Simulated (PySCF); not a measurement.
This PySCF input asks for the NMR shieldings of `C=C(Cl)[C@H]1CCC(=O)[SiH2]1`, C6H9ClOSi; the geometry comes from GFN2-xTB.

```python
import basis_set_exchange as bse
import numpy as np
from pyscf import gto, dft
from pyscf.prop import nmr

atoms = """
C    -2.699983   -0.076332    0.300012
C    -1.758196    0.563975   -0.368697
Cl   -2.188411    1.462938   -1.799581
C    -0.299390    0.621835   -0.103373
C     0.180916   -0.226282    1.079349
C     1.705047   -0.296047    1.030049
C     2.139170   -0.587997   -0.392196
O     3.185731   -1.111130   -0.682440
Si    0.760624    0.032075   -1.594808
H    -3.729172   -0.058440   -0.010555
H    -2.471041   -0.633552    1.189704
H    -0.046805    1.670912    0.093511
H    -0.157758    0.191206    2.029153
H    -0.224520   -1.235901    0.989077
H     2.116137   -1.028829    1.725613
H     2.132647    0.679525    1.281558
H     1.204459    1.114999   -2.463915
H     0.141786   -1.076637   -2.314116
"""
names = dict.fromkeys(["C", "Cl", "O", "Si", "H"], "pcSseg-1")
basis = {el: gto.basis.parse(bse.get_basis(n, elements=[el], fmt="nwchem")) for el, n in names.items()}
mol = gto.M(atom=atoms, basis=basis, charge=0, verbose=0)
mf = dft.RKS(mol, xc="PBE0")
mf.grids.level = 2
mf.grids.alignment = dft.numint.BLKSIZE   # the property module wants whole blocks of grid points
mf.conv_tol = 1e-9
mf.kernel()

calc = nmr.RKS(mf)   # GIAO
C = mf.mo_coeff
Co = C[:, mf.mo_occ > 0]
resp = mf.gen_response(singlet=True, hermi=2)
def vind(x):   # induced exchange potential for any number of trial vectors
    d = np.einsum("pi,xij,qj->xpq", C, 2 * x.reshape(-1, C.shape[1], Co.shape[1]), Co, optimize=True)
    return np.einsum("xpq,pi,qj->xij", resp(d - d.transpose(0, 2, 1)), C, Co, optimize=True).ravel()
mo1, _ = nmr.rhf.solve_mo1(calc, with_cphf=vind)
sigma = calc.kernel(mo1)
for i, s in enumerate(sigma):   # ppm
    print("%2d %-2s %9.2f" % (i, mol.atom_pure_symbol(i), np.trace(s) / 3))
```

**Question.** What are the results?

**Answer.** 
```
 0 C      74.96
 1 C      29.31
 2 Cl    651.66
 3 C     144.05
 4 C     159.01
 5 C     133.00
 6 C     -64.80
 7 O    -542.67
 8 Si    413.52
 9 H      26.27
10 H      26.44
11 H      28.86
12 H      29.27
13 H      29.92
14 H      29.19
15 H      29.49
16 H      27.50
17 H      27.89
```

These numbers come from an equivalent density-fitted implementation of the same equations, which agrees with the script to about 0.01 ppm for H and up to a few tenths of a ppm for heavy atoms, so last digits may differ.

**Question.** Turn these shieldings into chemical shifts. Chemical shifts δ = σref − σ; 13C (σref 186.93) and 29Si (σref 349.16) and 1H (σref 31.72) against TMS; 35Cl (σref 949.78) against HCl; 17O (σref 336.08) against H2O, all at this level.

**Answer.** Averaging equivalent atoms: C 6: 251.7; C 1: 157.6; C 0: 112.0; C 5: 53.9; C 3: 42.9; C 4: 27.9; Cl 2: 298; O 7: 878.7; Si 8: -64.4; H 9: 5.44; H 10: 5.28; H 16: 4.21; H 17: 3.83; H 11: 2.86; H 14: 2.53; H 12: 2.45; H 15: 2.22; H 13: 1.79 ppm. Unscaled 17O shifts of doubly bonded oxygen tend to come out too high, by tens of ppm or more. Experimental scales use liquid or dissolved standards, which lie at an offset from isolated H2O (liquid H2O: subtract about 36 ppm).

Size and cost of the density-fitted run: 212 basis functions, 78 s wall time on 1 thread of an Arm Neoverse N1, shared host; peak memory 0.95 GiB.
